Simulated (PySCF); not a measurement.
Molecule: SMILES C#C/C=C\C (C5H6), singlet. Atoms near the plane z = 0.0 Å, at the GFN2-xTB optimised geometry (x, y, z in Å): C1 (1.7, -1.1, 0.0), C2 (0.5, -1.0, 0.0), C3 (-0.9, -1.0, 0.0), C4 (-1.7, 0.1, 0.0), C5 (-1.1, 1.5, 0.0), H6 (2.7, -1.1, 0.0), H7 (-1.4, -2.0, 0.0), H8 (-2.7, 0.0, 0.0), H9 (0.0, 1.5, 0.0), H10 (-1.5, 2.0, 0.9), H11 (-1.5, 2.0, -0.9).

Computed with PySCF with PBE/def2-TZVP. Cells within 0.4 Å of a nucleus heavier than hydrogen are left out (blank, or x). The values are rescaled to run from 0 to 1.

```
|0000000000000000000000000000000|
|0000000000000000000000000000000|
|0000000000000000000000000000000|
|0000000000000000000000000000000|
|0000000000000000000000000000000|
|0000000000000000000000000000000|
|0000000000000000000000000000000|
|0000000000000000000000000000000|
|0000000000000000000000000000000|
|0000000000120111000000000000000|
|00000000001xx453000000000000000|
|00000000000xx564000000000000000|
|0000000000353121000000000000000|
|0000000011452000000000000000000|
|0000000343x41000000000000000000|
|000000197xxx1000001100000000000|
|0000000332484000002100000000000|
|000000000027x233xx65x1320000000|
|000000000003xx67xx9xxx770000000|
|000000000014xx33xx76x3530000000|
|0000000000275100012200110000000|
|0000000000283100001100000000000|
|0000000000000000000000000000000|
|0000000000000000000000000000000|
|0000000000000000000000000000000|
|0000000000000000000000000000000|
|0000000000000000000000000000000|
|0000000000000000000000000000000|
|0000000000000000000000000000000|
|0000000000000000000000000000000|
|0000000000000000000000000000000|
```
Scale: ten equal steps from 0.000 (start of '0') to 1.00 (end of '9'), in the order '0123456789'; x runs from -5.00 to 5.00, y from -5.00 (bottom) to 5.00 (top).

Problem. Which quantity is mapped?
A. electrostatic potential
B. deformation density (molecule minus spherical neutral atoms)
C. Laplacian of the electron density
D. log10 of the electron density

Solution. B, deformation density (molecule minus spherical neutral atoms). In full: deformation density (molecule minus spherical neutral atoms) (e/bohr³).
